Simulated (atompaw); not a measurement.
**What one change does to a pseudopotential (fluorine (F), PAW (atompaw))**

- Element: fluorine
- Generator: atompaw 4.2.0.5
- Type: PAW
- Functional: LDA (PW92)
- Relativity: scalar-relativistic
- Frozen core: [He]
- Valence charge: 7
- Reference configuration: 2s2 2p3 (charge +2)
- Partial waves: 2s (bound): rc 1.35 bohr; 2s channel at -4.35 Ry: rc 1.35 bohr; 2p (bound): rc 1.35 bohr; 2p channel at -3.3 Ry: rc 1.35 bohr
- Local potential: bessel scheme, radius 1.15 bohr
- Core correction: smooth core density matched at 0.95 bohr
- Augmentation charge: besselshape compensation charge, radius 1.05 bohr; PAW radius 1.35 bohr; waves and projectors: custom polynom2 7 10 vanderbiltortho

Change: wave 2s (bound): rc 1.35 bohr becomes 2s (bound): rc 1.12 bohr.

Cutoffs: the cutoffs (Ry, on a coarse ladder) from which the occupation-weighted sum of valence levels, in a spherical-Bessel basis at the reference potential, stays within 10 and 1 mRy of its value at 400 Ry; they do not see the model core or the augmentation charge, which bear on the density cutoff.

Task: What does the change do?

Result: The potential gets harder (30 Ry and 260 Ry → 40 Ry and 260 Ry); neither file shows a bound ghost.

```tsv
quantity	base	changed
cutoff, loose	30 Ry	40 Ry
cutoff, tight	260 Ry	260 Ry
bound ghosts	none	none
s: phases at 1.35 bohr within 0.05 rad from the reference energy up to (Ry; the scan ends near 5)	4.4	3.8
p: phases at 1.35 bohr within 0.05 rad from the reference energy up to (Ry; the scan ends near 5)	to the end of the scan	to the end of the scan
lowest overlap eigenvalue by channel	s 0.96, p 0.92	s 0.59, p 0.92
```

 The cutoffs see the waves, projectors and local potential, not the compensation charge or the core.
